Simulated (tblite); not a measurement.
Species: C2H10BPS.
Numbering: `[CH3:1][S:2][B@@H-:3]([CH3:4])[PH3+:5]` (hydrogens: H6, H7, H8 on C1; H9 on B3; H10, H11, H12 on C4; H13, H14, H15 on P5)

Computed with GFN2-xTB (tblite), gas phase: L-BFGS steps from a force-field or distance-geometry start until the largest atomic force falls under 0.01 eV/Å.

At the end of the run (lengths in Å): B3–P5 1.962, S2–B3 1.934, C4–H10 1.088, P5–H15 1.411, P5–H13 1.379, C1–H7 1.091, C1–H8 1.085, S2–B3–P5 89.5°, S2–B3–C4 113.8°, C1–S2–B3 99.6°, C4–B3–P5 109.4°, C1–S2–B3–C4 159°, H13–P5–B3–S2 50°, H6–C1–S2–B3 -67°.

**Question.** These geometries were met on the way; a selection of coordinates is given. Order them by energy above the end point, lowest first.
A. B3–P5 1.899, S2–B3 1.925, C4–H10 1.068, P5–H15 1.394, P5–H13 1.387, C1–H7 1.074, C1–H8 1.069, S2–B3–P5 106.1°, S2–B3–C4 111.2°, C1–S2–B3 96.8°, C4–B3–P5 108.1°, C1–S2–B3–C4 153°, H13–P5–B3–S2 67°, H6–C1–S2–B3 -60°
B. B3–P5 1.901, S2–B3 1.885, C4–H10 1.120, P5–H15 1.413, P5–H13 1.405, C1–H7 1.116, C1–H8 1.110, S2–B3–P5 109.2°, S2–B3–C4 110.1°, C1–S2–B3 96.3°, C4–B3–P5 108.8°, C1–S2–B3–C4 151°, H13–P5–B3–S2 68°, H6–C1–S2–B3 -62°
C. B3–P5 1.899, S2–B3 1.935, C4–H10 1.080, P5–H15 1.384, P5–H13 1.376, C1–H7 1.083, C1–H8 1.079, S2–B3–P5 103.0°, S2–B3–C4 113.1°, C1–S2–B3 97.0°, C4–B3–P5 106.3°, C1–S2–B3–C4 155°, H13–P5–B3–S2 67°, H6–C1–S2–B3 -57°
D. B3–P5 1.970, S2–B3 1.912, C4–H10 1.089, P5–H15 1.385, P5–H13 1.382, C1–H7 1.089, C1–H8 1.084, S2–B3–P5 100.9°, S2–B3–C4 113.6°, C1–S2–B3 97.4°, C4–B3–P5 106.2°, C1–S2–B3–C4 155°, H13–P5–B3–S2 67°, H6–C1–S2–B3 -56°
E. B3–P5 1.989, S2–B3 1.912, C4–H10 1.087, P5–H15 1.398, P5–H13 1.379, C1–H7 1.087, C1–H8 1.084, S2–B3–P5 98.2°, S2–B3–C4 115.8°, C1–S2–B3 100.6°, C4–B3–P5 106.4°, C1–S2–B3–C4 154°, H13–P5–B3–S2 57°, H6–C1–S2–B3 -53°

**Answer.** E (0.067 eV), D (0.113 eV), C (0.191 eV), A (0.320 eV), B (0.576 eV).

```
step  E above end (eV)  rms distance from the end, all atoms (Å)  largest force (eV/Å)  rms shift of all bonds from the end (Å)
  18             0.067                                     0.225                 0.284                                    0.012
   9             0.113                                     0.271                 0.287                                    0.011
   4             0.191                                     0.289                 0.456                                    0.020
   2             0.320                                     0.301                 0.701                                    0.021
   0             0.576                                     0.314                 1.066                                    0.028
```

Rows stand in the order of the answer.
